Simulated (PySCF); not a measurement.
## Vibration and rotation of Cs2

RHF-CCSD(T) constants of Cs2, ¹Σg⁺ (singlet), closed shell (Cs def2-TZVP with ECP46; scalar-relativistic core potentials (PySCF 2.14); masses 132.9054 and 132.9054 u):

* ωe: 38.6 cm⁻¹
* ωexe: 0.0832 cm⁻¹
* Be: 0.011125 cm⁻¹
* αe: 2.54e-05 cm⁻¹
* D (centrifugal): 3.69e-09 cm⁻¹
* De to Cs + Cs: 0.356 eV

(1) Give the vibrational terms G(v) and spacings up to v = 6.

(2) How well does the Morse estimate ωe²/(4ωexe) reproduce De, and what is D0?

Correlated steps freeze no core orbitals. The bond is weak. Basis-set superposition, not corrected here, can be much of De in a small basis, most of all at correlated wavefunction levels. Spin–orbit coupling is left out. Where the molecule has an RHF reference, its open-shell atoms are computed with UHF.

Answers

(1) G(v) = ωe(v+½) − ωexe(v+½)².

```tsv
v	G(v) (cm⁻¹)	G(v) − G(v−1)	Bv (cm⁻¹)
0	19.3		0.01111
1	57.7	38.4	0.01109
2	96.0	38.3	0.01106
3	134.1	38.1	0.01104
4	172.0	37.9	0.01101
5	209.8	37.8	0.01099
6	247.4	37.6	0.01096
```

(2) It gives 0.555 eV, 156 % of the computed De. D0 = De − G(0) = 0.356 − 0.002 = 0.354 eV.
